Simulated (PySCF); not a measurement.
C4H8O, SMILES C1CCOC1. Atoms are numbered in the order given.

```xyz
13

C     -0.7260    -0.2321     0.9865
C      0.7260     0.2321     0.9865
C      1.1529    -0.1342    -0.4299
O      0.0000     0.0000    -1.2351
C     -1.1529     0.1342    -0.4299
H     -1.3455     0.2427     1.7611
H     -0.7773    -1.3234     1.1340
H      1.3455    -0.2427     1.7611
H      0.7773     1.3234     1.1340
H      1.9508     0.5174    -0.8230
H      1.5242    -1.1772    -0.4719
H     -1.5242     1.1772    -0.4719
H     -1.9508    -0.5174    -0.8230
```

Coordinates come from a PBE0-D3(BJ)/def2-SVP optimisation. Other conformers were not sampled.

All values below come from PBE0-D3(BJ)/def2-SVP (PySCF 2.14.0).

No scaling factor is applied to the harmonic values.

| mode | ν (cm⁻¹) | IR (km/mol) | moving atoms (share of kinetic energy) |
|---|---|---|---|
| 1 | 78 | 4.4 | H 39 %, O 37 %, C 24 % |
| 2 | 268 | 0.0 | H 60 %, C 39 % |
| 3 | 579 | 0.8 | H 56 %, C 40 % |
| 4 | 684 | 3.3 | C 37 %, O 33 %, H 30 % |
| 5 | 857 | 4.5 | H 59 %, C 25 %, O 16 % |
| 6 | 894 | 3.4 | C 49 %, H 47 % |
| 7 | 921 | 4.4 | H 66 %, C 30 % |
| 8 | 953 | 8.5 | C 62 %, H 38 % |
| 9 | 959 | 18.9 | C 54 %, H 27 %, O 19 % |
| 10 | 972 | 0.3 | H 66 %, C 32 % |
| 11 | 1049 | 7.0 | H 60 %, C 36 % |
| 12 | 1161 | 95.9 | C 41 %, H 31 %, O 28 % |
| 13 | 1169 | 0.0 | C 51 %, H 49 % |
| 14 | 1199 | 52.5 | H 53 %, C 32 %, O 16 % |
| 15 | 1204 | 7.5 | H 60 %, C 38 % |
| 16 | 1256 | 10.8 | H 80 %, C 18 % |
| 17 | 1261 | 0.1 | H 86 %, C 13 % |
| 18 | 1304 | 0.1 | H 69 %, C 29 % |
| 19 | 1341 | 0.9 | H 69 %, C 31 % |
| 20 | 1366 | 0.1 | H 71 %, C 22 % |
| 21 | 1401 | 4.7 | H 69 %, C 29 % |
| 22 | 1457 | 5.1 | H 91 %, C 9 % |
| 23 | 1471 | 7.5 | H 88 %, C 12 % |
| 24 | 1503 | 0.7 | H 92 % |
| 25 | 1517 | 0.0 | H 91 %, C 9 % |
| 26 | 3009 | 143.5 | H 94 % |
| 27 | 3016 | 4.3 | H 93 % |
| 28 | 3074 | 15.0 | H 94 % |
| 29 | 3075 | 6.8 | H 94 % |
| 30 | 3097 | 90.9 | H 91 %, C 9 % |
| 31 | 3097 | 2.6 | H 91 %, C 9 % |
| 32 | 3145 | 9.7 | H 91 %, C 9 % |
| 33 | 3151 | 28.3 | H 90 %, C 10 % |
